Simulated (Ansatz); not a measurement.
Born–Oppenheimer molecular dynamics of a periodic cell of 24 atoms, HCl (contents 12 HCl, density as packed 1.08 g/cm³ with natural masses). It goes on from the last frame of an earlier run, with new velocities.

These are results of Ansatz, DFT PBE-D3(BJ), scalar-relativistic, plane waves, PAW, not measurements. Settings: accuracy low, cutoff 420 eV, k mesh 1x1x1, fermi-dirac smearing 0.02 eV, no spin polarisation.

| Property | Result |
| --- | --- |
| ensemble | NVT, Nosé–Hoover chain |
| time step | 0.5 fs |
| steps asked | 320 |
| set temperature | 700 K |
| thermostat | time constant 200 fs, chain length 3 |
| masses | H 2.014 u |
| seed | 941039 |

Frames 5 fs apart, positions in Å.

Velocities at 65.0 fs (Å/ps):

```
Cl 2.55 -4.75 2.25
H -28.74 0.21 -3.32
Cl -2.02 -3.42 0.57
H -6.95 -3.15 10.46
Cl -10.27 1.42 2.93
H -20.67 0.80 12.51
Cl -3.73 2.51 -1.04
H 7.41 27.04 6.61
Cl 2.28 -3.73 -3.96
H -14.03 21.16 2.33
Cl 0.57 4.36 3.83
H 23.71 -0.11 -2.36
Cl 4.11 5.21 -7.79
H 36.14 7.91 8.98
Cl 3.36 -1.36 1.44
H 12.27 1.60 -5.80
Cl -2.12 -0.60 -3.48
H 7.48 -14.72 -16.60
Cl 2.15 -3.15 6.25
H 10.58 29.06 5.87
Cl 4.17 2.74 1.13
H -34.79 -36.41 0.80
Cl -0.34 0.33 -3.60
H -4.79 -25.87 6.29
```

```xyz
24
Lattice="8.7642 0.0000 0.0000 0.0000 8.7642 0.0000 0.0000 0.0000 8.7642" Properties=species:S:1:pos:R:3 time_fs=65.0 energy_less_start_eV=0.146 T=654
Cl 5.019 6.303 1.783
H 5.698 5.181 2.034
Cl 2.042 4.027 3.077
H 3.091 4.564 2.462
Cl 8.380 7.314 1.490
H 7.272 6.569 1.710
Cl 3.209 1.635 8.542
H 3.558 2.325 7.489
Cl 0.416 4.985 8.329
H 0.457 3.783 7.701
Cl 5.224 4.202 4.892
H 4.168 3.819 4.198
Cl 8.625 2.536 5.898
H 8.188 1.480 6.609
Cl 5.322 0.307 3.606
H 6.023 0.479 2.482
Cl 4.325 7.701 6.384
H 5.275 7.606 5.453
Cl 7.871 6.437 5.605
H 8.851 6.998 4.940
Cl 6.559 9.376 8.570
H 5.654 8.821 7.927
Cl 7.057 3.567 1.686
H 8.333 3.636 1.008
24
Lattice="8.7642 0.0000 0.0000 0.0000 8.7642 0.0000 0.0000 0.0000 8.7642" Properties=species:S:1:pos:R:3 time_fs=70.0 energy_less_start_eV=0.322 T=596
Cl 5.030 6.279 1.794
H 5.564 5.169 2.011
Cl 2.033 4.010 3.079
H 3.032 4.549 2.515
Cl 8.327 7.319 1.507
H 7.232 6.625 1.755
Cl 3.191 1.649 8.535
H 3.585 2.435 7.555
Cl 0.428 4.965 8.310
H 0.387 3.897 7.694
Cl 5.227 4.224 4.911
H 4.278 3.815 4.192
Cl 8.645 2.559 5.861
H 8.378 1.560 6.628
Cl 5.341 0.302 3.610
H 6.051 0.476 2.506
Cl 4.317 7.697 6.364
H 5.265 7.536 5.421
Cl 7.884 6.424 5.634
H 8.851 7.111 4.998
Cl 6.579 9.390 8.575
H 5.490 8.644 7.927
Cl 7.061 3.567 1.666
H 8.206 3.534 1.086
24
Lattice="8.7642 0.0000 0.0000 0.0000 8.7642 0.0000 0.0000 0.0000 8.7642" Properties=species:S:1:pos:R:3 time_fs=75.0 energy_less_start_eV=0.326 T=596
Cl 5.036 6.261 1.804
H 5.495 5.045 1.998
Cl 2.022 3.991 3.084
H 3.015 4.582 2.519
Cl 8.274 7.322 1.527
H 7.222 6.717 1.789
Cl 3.172 1.666 8.526
H 3.597 2.506 7.670
Cl 0.444 4.953 8.297
H 0.318 3.863 7.564
Cl 5.235 4.246 4.934
H 4.304 3.774 4.149
Cl 8.665 2.582 5.822
H 8.555 1.623 6.660
Cl 5.362 0.300 3.610
H 6.053 0.461 2.572
Cl 4.312 7.693 6.342
H 5.192 7.474 5.467
Cl 7.903 6.415 5.658
H 8.751 7.158 5.108
Cl 6.587 9.397 8.572
H 5.531 8.604 8.012
Cl 7.060 3.563 1.651
H 8.154 3.468 1.120
24
Lattice="8.7642 0.0000 0.0000 0.0000 8.7642 0.0000 0.0000 0.0000 8.7642" Properties=species:S:1:pos:R:3 time_fs=80.0 energy_less_start_eV=0.504 T=537
Cl 5.038 6.240 1.814
H 5.434 4.961 1.966
Cl 2.010 3.971 3.089
H 3.001 4.644 2.496
Cl 8.232 7.330 1.548
H 7.081 6.742 1.848
Cl 3.151 1.682 8.518
H 3.631 2.607 7.752
Cl 0.461 4.938 8.285
H 0.261 3.854 7.417
Cl 5.241 4.268 4.956
H 4.329 3.735 4.138
Cl 8.686 2.606 5.783
H 8.713 1.647 6.713
Cl 5.380 0.300 3.614
H 6.117 0.458 2.545
Cl 4.303 7.689 6.326
H 5.200 7.388 5.452
Cl 7.917 6.404 5.683
H 8.711 7.265 5.167
Cl 6.585 9.399 8.563
H 5.739 8.680 8.152
Cl 7.046 3.556 1.645
H 8.317 3.429 1.039
24
Lattice="8.7642 0.0000 0.0000 0.0000 8.7642 0.0000 0.0000 0.0000 8.7642" Properties=species:S:1:pos:R:3 time_fs=85.0 energy_less_start_eV=0.219 T=633
Cl 5.039 6.214 1.825
H 5.367 4.989 1.903
Cl 2.004 3.954 3.092
H 2.897 4.673 2.505
Cl 8.192 7.335 1.573
H 6.978 6.787 1.891
Cl 3.129 1.699 8.511
H 3.665 2.701 7.831
Cl 0.478 4.914 8.268
H 0.239 4.003 7.354
Cl 5.244 4.286 4.974
H 4.405 3.725 4.203
Cl 8.707 2.624 5.748
H 8.860 1.732 6.687
Cl 5.399 0.301 3.616
H 6.172 0.454 2.530
Cl 4.291 7.684 6.312
H 5.232 7.292 5.425
Cl 7.930 6.393 5.708
H 8.691 7.387 5.200
Cl 6.597 9.415 8.561
H 5.704 8.539 8.150
Cl 7.043 3.543 1.636
H 8.300 3.465 1.027
24
Lattice="8.7642 0.0000 0.0000 0.0000 8.7642 0.0000 0.0000 0.0000 8.7642" Properties=species:S:1:pos:R:3 time_fs=90.0 energy_less_start_eV=0.447 T=558
Cl 5.034 6.191 1.836
H 5.346 4.951 1.823
Cl 1.998 3.935 3.096
H 2.788 4.726 2.498
Cl 8.149 7.338 1.602
H 6.996 6.884 1.896
Cl 3.108 1.720 8.501
H 3.669 2.730 7.947
Cl 0.497 4.887 8.253
H 0.227 4.166 7.267
Cl 5.250 4.306 4.995
H 4.426 3.679 4.242
Cl 8.727 2.641 5.714
H 9.003 1.827 6.638
Cl 5.422 0.305 3.612
H 6.172 0.441 2.590
Cl 4.284 7.677 6.295
H 5.182 7.229 5.488
Cl 7.947 6.389 5.728
H 8.585 7.399 5.276
Cl 6.608 9.433 8.557
H 5.652 8.389 8.111
Cl 7.049 3.526 1.625
H 8.126 3.564 1.072
24
Lattice="8.7642 0.0000 0.0000 0.0000 8.7642 0.0000 0.0000 0.0000 8.7642" Properties=species:S:1:pos:R:3 time_fs=95.0 energy_less_start_eV=-0.026 T=717
Cl 5.023 6.171 1.847
H 5.366 4.870 1.728
Cl 1.990 3.915 3.101
H 2.713 4.829 2.455
Cl 8.114 7.342 1.633
H 6.944 6.947 1.917
Cl 3.086 1.741 8.492
H 3.688 2.776 8.049
Cl 0.519 4.865 8.246
H 0.197 4.246 7.071
Cl 5.257 4.325 5.017
H 4.409 3.611 4.267
Cl 8.747 2.659 5.677
H 9.161 1.866 6.647
Cl 5.444 0.311 3.611
H 6.210 0.440 2.595
Cl 4.274 7.670 6.280
H 5.156 7.151 5.543
Cl 7.962 6.385 5.747
H 8.491 7.444 5.329
Cl 6.606 9.439 8.547
H 5.814 8.472 8.140
Cl 7.043 3.503 1.624
H 8.177 3.712 0.981
24
Lattice="8.7642 0.0000 0.0000 0.0000 8.7642 0.0000 0.0000 0.0000 8.7642" Properties=species:S:1:pos:R:3 time_fs=100.0 energy_less_start_eV=0.428 T=567
Cl 5.008 6.145 1.857
H 5.400 4.900 1.629
Cl 1.986 3.898 3.104
H 2.588 4.875 2.457
Cl 8.088 7.347 1.665
H 6.804 6.962 1.956
Cl 3.062 1.760 8.483
H 3.725 2.847 8.130
Cl 0.542 4.840 8.236
H 0.206 4.352 6.977
Cl 5.260 4.341 5.036
H 4.445 3.599 4.357
Cl 8.768 2.675 5.642
H 9.299 1.942 6.611
Cl 5.464 0.317 3.611
H 6.278 0.451 2.553
Cl 4.261 7.665 6.270
H 5.193 7.033 5.547
Cl 7.973 6.378 5.766
H 8.437 7.567 5.340
Cl 6.603 9.449 8.537
H 5.969 8.533 8.138
Cl 7.035 3.478 1.625
H 8.241 3.889 0.854
24
Lattice="8.7642 0.0000 0.0000 0.0000 8.7642 0.0000 0.0000 0.0000 8.7642" Properties=species:S:1:pos:R:3 time_fs=105.0 energy_less_start_eV=0.108 T=676
Cl 4.988 6.118 1.868
H 5.473 4.968 1.528
Cl 1.984 3.884 3.104
H 2.436 4.884 2.488
Cl 8.059 7.350 1.701
H 6.785 6.990 1.962
Cl 3.039 1.783 8.474
H 3.725 2.849 8.225
Cl 0.565 4.812 8.220
H 0.257 4.475 7.032
Cl 5.264 4.355 5.056
H 4.471 3.586 4.448
Cl 8.790 2.688 5.609
H 9.412 2.064 6.519
Cl 5.488 0.326 3.605
H 6.286 0.459 2.584
Cl 4.251 7.658 6.258
H 5.156 6.961 5.607
Cl 7.986 6.380 5.781
H 8.337 7.573 5.381
Cl 6.610 9.475 8.531
H 5.931 8.326 8.007
Cl 7.039 3.454 1.621
H 8.083 4.022 0.821
```

Of the whole run (160 fs, mean temperature of the second half 602 K): The conserved energy stayed within 0.15 meV per atom of its start (net change 0.063 meV per atom), so the integration is sound. The mean temperature of the second half is 14 % below the set value. A run of 0.16 ps of so small a system gives no equilibrium averages. Limits of this set-up: coarse k mesh, low accuracy level.

Run time: 9.8 min on 1 thread of Arm Neoverse V2 (shared host), peak memory 0.51 GiB.
